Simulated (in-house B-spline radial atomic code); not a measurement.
## RPA and G0W0 on BHandHLYP: Rb⁸⁺

Configuration [Ar] 3d10 4s1, highest spin, mean-field start BHandHLYP. Computed with a B-spline radial code for spherical atoms: all electrons, non-relativistic, point nucleus, each spin shell either full or empty, empty states to l = 9 with an (l + 1/2)⁻⁴ tail; G0W0 by contour deformation at full frequency.

Without relativity these are model numbers: it shifts the levels of so heavy an element strongly and can reorder them.

Command:
```bash
python run_gw.py task.json out
```
Settings (radii: box in bohr, nucleus in fm):
```
Z                        37
electrons                29
configuration            [Ar] 3d10 4s1
hamiltonian              nr
method                   bhandhlyp
lmax                     9
spin_polarised           True
box_radius               7.7
intervals                49
ion_configuration        [Ar] 3d10
```

Cost of the run: 2.5 s on 1 thread of Arm Neoverse V2 (shared host).

Energies (hartree):

```csv
term,value
mean-field total,-2921.65886
Hartree-Fock functional on these orbitals,-2920.15911
direct second order,-2.3391
second-order exchange,0.68845
SOSEX correction,0.64848
```

Question: What is the RPA correlation energy, and what remains with SOSEX?

Answer: RPA gives -2.1125 hartree (-1.98 eV per electron); RPA + SOSEX gives -1.464, and the second-order doubles -1.6506 hartree (no singles). SOSEX takes back 31 % of the RPA value.

Quasi-particle levels (eV):

| level | occupied | mean field | Σx - vxc | Σc | QP weight | G0W0 |
| --- | --- | --- | --- | --- | --- | --- |
| 4s up | yes | -145.02 | -2.36 | ? | ? | ? |
| 3d down | yes | -248.03 | -10.65 | 2.40 | 0.973 | -256.28 |
| 3d up | yes | -248.36 | -10.71 | 2.52 | 0.924 | -256.55 |
| 4s down | no | -135.30 | 6.98 | -2.54 | 0.974 | -130.86 |

G0W0 = mean field + (Σx - vxc) + Σc, with Σc (partial-wave tail included) taken at the quasi-particle energy. Only the outer levels were computed. Levels of low weight are left out.

Question: Where does G0W0 put 4s up?

Answer: At -149.28 eV, with Σc = -1.91 eV and a quasi-particle weight of 0.983. The tabulated removal energy is 150.628 ± 0.025 eV (NIST, measured); the calculation leaves out relativity, Breit and QED terms, and what these don't explain is the method's own error.

Question: What does it cost to remove one electron (to [Ar] 3d10) by differences of total energies, each species on its own start (correlation terms add to the Hartree-Fock functional)?

Answer: BHandHLYP 149.30 eV, Hartree-Fock functional 147.16 eV, + RPA 148.90 eV, + RPA + SOSEX 148.19 eV, + second order 148.49 eV. Tabulated: 150.628 ± 0.025 eV (NIST, measured); the calculation leaves out relativity, Breit and QED terms, and what these don't explain is the method's own error.
